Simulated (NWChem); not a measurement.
Molecule: SrClF; SMILES [F][Sr][Cl]

Program: NWChem. Structure relaxed at the PBE0/def2-SVP level. def2 effective core potentials on Sr; no spin-orbit coupling.

For level TPSS/def2-SVP (core potentials):

- highest occupied level (eV) = -6.23
- orbital gap (eV) = 3.81
- dipole (D) = 5.34

Question: How do the values read with level TPSS/STO-3G (all-electron, non-relativistic) instead?

Answer: highest occupied level (eV): -0.76
orbital gap (eV): 2.40
dipole (D): 5.72
